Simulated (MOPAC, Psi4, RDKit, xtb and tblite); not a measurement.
Internal rotation in SMILES CCC[SiH2]O, singlet. Scanned: dihedral C1–C2–C3–Si4; all other coordinates were relaxed at GFN2-xTB. Points at φ and −φ are mirror images. Heavy atoms are numbered in the order of the SMILES CCC[SiH2]O, hydrogens after them in the order of the atoms that carry them; the mirror image has the same energies with the sign of each dihedral reversed.

MMFF94 // GFN2-xTB (RDKit); AM1, restricted, heats of formation // GFN2-xTB (MOPAC); GFN2-xTB (xtb and tblite); PBE-D3(BJ)/def2-TZVP // GFN2-xTB (Psi4).

Energies relative to the lowest point of each profile, in kJ/mol; the last columns give the difference from PBE-D3(BJ):

| φ / ° | MMFF94 | AM1 | GFN2-xTB | PBE-D3(BJ)/def2-TZVP | MMFF94 − PBE-D3(BJ)/def2-TZVP | AM1 − PBE-D3(BJ)/def2-TZVP | GFN2-xTB − PBE-D3(BJ)/def2-TZVP |
|---|---|---|---|---|---|---|---|
| -160 | 3.9 | 0.9 | 2.6 | 2.1 | 1.8 | -1.2 | 0.5 |
| -140 | 11.7 | 3.0 | 8.0 | 7.0 | 4.7 | -4.0 | 1.0 |
| -120 | 14.8 | 3.9 | 10.7 | 9.7 | 5.1 | -5.8 | 0.9 |
| -100 | 9.9 | 3.3 | 7.1 | 7.4 | 2.5 | -4.1 | -0.3 |
| -80 | 5.1 | 4.3 | 1.9 | 3.9 | 1.2 | 0.4 | -2.0 |
| -60 | 10.1 | 7.6 | 0.1 | 2.5 | 7.5 | 5.1 | -2.4 |
| -40 | 21.9 | 13.6 | 4.2 | 6.0 | 15.9 | 7.5 | -1.8 |
| -20 | 34.9 | 19.6 | 11.6 | 13.0 | 21.9 | 6.5 | -1.4 |
| 0 | 40.8 | 22.6 | 15.5 | 17.0 | 23.8 | 5.6 | -1.5 |
| 20 | 34.9 | 19.6 | 11.6 | 13.0 | 21.9 | 6.5 | -1.4 |
| 40 | 21.9 | 13.6 | 4.2 | 6.0 | 15.9 | 7.5 | -1.8 |
| 60 | 10.1 | 7.6 | 0.1 | 2.5 | 7.5 | 5.1 | -2.4 |
| 80 | 5.1 | 4.3 | 1.9 | 3.9 | 1.2 | 0.4 | -2.0 |
| 100 | 9.9 | 3.3 | 7.1 | 7.4 | 2.5 | -4.1 | -0.3 |
| 120 | 14.8 | 3.9 | 10.7 | 9.7 | 5.1 | -5.8 | 0.9 |
| 140 | 11.7 | 3.0 | 8.0 | 7.0 | 4.7 | -4.0 | 1.0 |
| 160 | 3.9 | 0.9 | 2.6 | 2.1 | 1.8 | -1.2 | 0.5 |
| 180 | 0.0 | 0.0 | 0.0 | 0.0 | 0.0 | 0.0 | 0.0 |

MMFF94 is furthest from PBE-D3(BJ)/def2-TZVP at 0 (23.8 kJ/mol, above); its mean absolute difference over the points is 8.1 kJ/mol.

AM1 is furthest from PBE-D3(BJ)/def2-TZVP at -40 (7.5 kJ/mol, above); its mean absolute difference over the points is 4.2 kJ/mol.

GFN2-xTB is furthest from PBE-D3(BJ)/def2-TZVP at -60 (-2.4 kJ/mol, below); its mean absolute difference over the points is 1.2 kJ/mol.

MMFF94 has few fitted parameters for silicon.
